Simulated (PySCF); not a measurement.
# Structure from NMR data

The spectra below were simulated for a compound C$_{5}$H$_{4}$FNO.

1H NMR (600 MHz, computed): δ 7.86 (m, 1H), 7.68 (m, 1H), 6.15 (m, 1H), 4.10 (m, 1H).

13C{1H} NMR (computed): δ 133.0 (CH), 125.3 (CH), 117.6 (C), 101.2 (CH), 53.2 (CH).

Computational details: shielding tensors at PBE0/pcSseg-1 (GIAO), geometry from GFN2-xTB, in PySCF 2.14.0 with density-fitted response routines (relativity neglected, gas phase, single conformer).

References, each an isolated molecule treated in the same way: 1H (σ = 31.72 ppm), 13C (σ = 186.93 ppm) vs TMS.

**Question.** Propose a structure and justify it.

**Answer.** 
1. The formula gives 4 degrees of unsaturation (1 ring in the answer).
2. 5 carbon signals for 5 carbons: no two carbons are equivalent.
3. Carbon types of the structure: 1 × C, 4 × CH, which accounts for all hydrogens.
4. δC 133.0, 125.3: alkene CH; as expected for a trigonal carbon in a double bond.
5. δC 117.6: nitrile carbon; C≡N carbons fall here, among the sp2 signals but without a proton.
6. δC 101.2: sp3 CH bonded to F and O, α to a nitrile; 2 electronegative neighbours deshield it.
7. δC 53.2: three-membered-ring carbon; the inductive effect lowers its shielding.
8. δH 7.86, 7.68: hydrogen on an alkene CH; olefinic region.
9. δH 6.15: hydrogen on an sp3 CH bonded to F and O, α to a nitrile; its carbon carries F and O, which withdraws density.
10. δH 4.10: hydrogen on a three-membered-ring carbon; its carbon carries O, which withdraws density.

Structure: `InChI=1S/C5H4FNO/c6-5(3-7)8-4-1-2-4/h1-2,4-5H/t5-/m1/s1`.

The data come from this structure; uniqueness wasn't tested.

Splittings by 19F in the carbon and heteronuclear signals aren't shown, as no couplings were computed. Shifts are as computed. Against solution values, carbons near 30 ppm lie about +3 ppm off and those near 130 ppm about +5 ppm. Of 1211 compounds with measured shifts, 218 miss one by over three times the rms of a fit or turn the order of signals round; such compounds aren't used in these exercises. No couplings were computed; multiplicities are counted from neighbouring protons, with m where these are inequivalent, close in shift, in a saturated or five-membered ring or joined by F or P, and br s for small geminal =CH2 splittings.
